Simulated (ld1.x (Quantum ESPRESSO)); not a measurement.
What one change does to a pseudopotential (zirconium (Zr), TM)

Zr, norm-conserving Troullier–Martins (Kleinman–Bylander form), made with ld1.x (Quantum ESPRESSO) 7.5 (PBE, scalar-relativistic). Core [Kr], reference 4d2 5s1 5p0 (charge +1). Waves: 5s (bound): rc 2.20 bohr; 5p (bound, empty): rc 3.00 bohr; 4d (bound): rc 1.80 bohr. Local part: the d channel. Core correction: none.

All-electron outer shells of the reference configuration (PBE, scalar-relativistic, ld1.x):

```csv
shell,level (eV),outermost node (bohr),outermost maximum (bohr)
4p,-39.14,0.56,1.17
4d,-9.98,0.58,1.59
5s,-9.94,1.46,3.00
5p,-6.26,1.68,3.71
```

Change: wave 4d (bound): rc 1.80 bohr becomes 4d (bound): rc 1.48 bohr.

Cutoffs: the cutoffs (Ry, on a coarse ladder) from which the occupation-weighted sum of valence levels, in a spherical-Bessel basis at the reference potential, stays within 10 and 1 mRy of its value at 400 Ry; they do not see the model core or the augmentation charge, which bear on the density cutoff. Errors are all-electron minus pseudo energies relative to the spin-unpolarised reference configuration.

Q: How do hardness, ghosts and transferability respond?

A: The potential gets harder (30 Ry and 40 Ry → 35 Ry and 50 Ry); both files keep a bound ghost (p, s); the errors of the 7 common tests hardly move. A smaller radius makes the pseudo-wave follow the all-electron one further in, where it bends more sharply, so more plane waves are needed.

```csv
quantity,base,changed
"cutoff, loose",30 Ry,35 Ry
"cutoff, tight",40 Ry,50 Ry
bound ghosts,"s, p","s, p"
"error for 4d2 5s2 5p0, meV [ΔE -7.14 eV]",+38,+38
"error for 4d2 5s0 5p0, meV [ΔE 12.94 eV]",+142,+142
"error for 4d1 5s0 5p0, meV [ΔE 35.57 eV]",+306,+306
"error for 4d2 5s1 5p1, meV [ΔE -4.10 eV]",+8.4,+9.1
"error for 4d2 5s1.5 5p0, meV [ΔE -4.26 eV]",+14,+14
"error for 4d1 5s2 5p1, meV [ΔE -4.13 eV]",+125,+126
"error for 4d2 5s0 5p2, meV [ΔE -0.92 eV]",+33,+33
s: phases at 3.25 bohr within 0.05 rad from the reference energy up to (Ry; the scan ends near 5),1.7,1.3
p: phases at 3.25 bohr within 0.05 rad from the reference energy up to (Ry; the scan ends near 5),2.3,1.9
d: phases at 3.25 bohr within 0.05 rad from the reference energy up to (Ry; the scan ends near 5),to the end of the scan,to the end of the scan
```

Base: These tests converged, but a pseudo level misses the all-electron one widely, so the file describes the atom poorly there or has found another state: 4d1 5s0 5p0: empty 5p by 3.5 eV (a node warning on the way). Changed file: These tests converged, but a pseudo level misses the all-electron one widely, so the file describes the atom poorly there or has found another state: 4d1 5s0 5p0: empty 5p by 3.6 eV (a node warning on the way). A true bound ghost makes a file unfit for plane-wave use even where its test errors are small: the radial tests pick states by their node count and pass the ghost by.
